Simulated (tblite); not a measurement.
Q: Give a GFN2-xTB geometry of InChI=1S/C4H8F3PS/c1-3-8(2,9)4(5,6)7/h3H2,1-2H3/t8-/m0/s1.

A: 
Z-matrix in Å and degrees, rows numbered from 1:
```
C 
C   1  1.5233
P   2  1.8479  1  110.67
C   3  1.8336  2  105.69  1  -178.72
S   3  1.9273  2  118.19  1    47.06
C   3  1.9083  2  101.21  1   -76.89
F   6  1.3437  3  112.33  2   -45.55
F   6  1.3315  3  112.91  2    75.65
F   6  1.3367  3  109.56  2  -164.08
H   1  1.0875  2  110.35  3  -172.43
H   1  1.0884  2  111.05  3    67.15
H   1  1.0894  2  109.98  3   -52.60
H   2  1.0950  1  110.51  3   116.49
H   2  1.0927  1  111.85  3  -122.38
H   4  1.0898  3  107.75  2   -69.86
H   4  1.0909  3  108.31  2   172.65
H   4  1.0889  3  111.62  2    51.23
```

Of the pairs four or more bonds apart, F7···H14 is among the closest relative to their van der Waals radii: 2.60 Å, 97 % of the sum of Bondi's values. P3 (phosphorus bonded to 3 C and S) is distorted tetrahedral (angles from 98.1° to 118.2°). The C–P distances run from 1.834 Å (P3–C4, drawn single) to 1.908 Å (P3–C6, drawn single), a spread of 0.074 Å.

Computed geometry: GFN2-xTB, gas phase.

Point group: C1 (no symmetry element, even within 0.4 Å). Its GFN2-xTB frequencies are all real (lowest 33 cm⁻¹). One conformer, not necessarily the lowest (C1–C2–P3–C4 -179°).
